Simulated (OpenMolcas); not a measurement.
V4+ (d1) in a complex was computed by CASSCF with the d shell active (OpenMolcas, ANO-RCC-VTZP on the metal). Its lowest spin-free states, and all those of the highest spin:

| 2S+1 | Degeneracy | E (cm-1) |
| --- | --- | --- |
| 2 | 3 | 0.0 |
| 2 | 2 | 14792 |

Q: Is the site octahedral, tetrahedral or cube-like, axial, or of lower symmetry?

A: The states with 2S+1 = 2 have orbital degeneracies 3, 2. Threefold states need a cubic site. For d1 at this spin an octahedron puts the threefold T2 below the twofold E and a tetrahedron or cube puts the twofold E below the threefold T2, so the site is octahedral. The first gap at this spin, 14800 cm-1, is |10Dq| in ligand-field theory. The run had V4+ with 6 ligands (bromide) in octahedral coordination (Oh) at 2.49 Å. A charge of +0.333 e stands 2.8 Å behind each ligand. Ligand basis ANO-RCC-VDZP.

An orbital triplet at a regular site is open to Jahn-Teller coupling, which can distort the site and quench the lowest spin-orbit gaps and is left out. The least metal-like active orbital is 73 % on the metal (Löwdin) and no ligand orbital is active, so the numbers are rough. Ligand-to-metal charge-transfer states are missing. This ion would oxidise such ligands; the complex is a model and need not exist. With metal d orbitals alone and no dynamic correlation the field as a rule comes out too small, by tens of per cent, by up to half for chloride and softer ligands. No measured value stands beside these numbers; the geometry was imposed, not optimised, and the real ion may take another.
